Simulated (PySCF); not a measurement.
## Cadmium: a sound run and one with changed settings

Sound run: Cd+ [Kr] 4d10 5s1, Cd(2+) [Kr] 4d10. Computed with PySCF 2.14 in x2c-SVPall (6s6p5d1f, 56 functions), with scalar relativity by spin-free X2C-1e. In the sound run the correlated levels freeze [Kr]. The sound run starts from symmetry-adapted Hartree-Fock orbitals and uses a fine grid where one is needed.

Changed run: initial guess 1e, at most 50 SCF cycles, level shift 0.1 hartree.

| species | method | sound run (hartree) | changed run (hartree) | converged |
| --- | --- | --- | --- | --- |
| Cd+ | UHF | -5590.50566 | -5590.50566 | yes |
| Cd+ | r2SCAN | -5593.09850 | -5593.09850 | yes |
| Cd+ | TPSS | -5592.86279 | -5592.86279 | yes |
| Cd+ | MP2 | -5590.79574 | -5590.78648 | yes |
| Cd(2+) | UHF | -5589.93396 | -5589.93396 | yes |
| Cd(2+) | r2SCAN | -5592.47271 | -5592.47271 | yes |
| Cd(2+) | TPSS | -5592.24102 | -5592.24102 | yes |
| Cd(2+) | MP2 | -5590.19902 | -5590.19127 | yes |

Ionisation energy of Cd+:

```csv
method,sound run (eV),changed run (eV)
UHF,15.557,15.557
r2SCAN,17.029,17.029
TPSS,16.919,16.919
MP2,16.238,16.197
SCS-MP2,16.135,16.099
```

A level shift leaves the converged SCF energy unchanged but raises the virtual orbital energies, which shrinks MP2 if it is not removed.

For comparison, NIST gives 16.908 eV between the lowest levels.
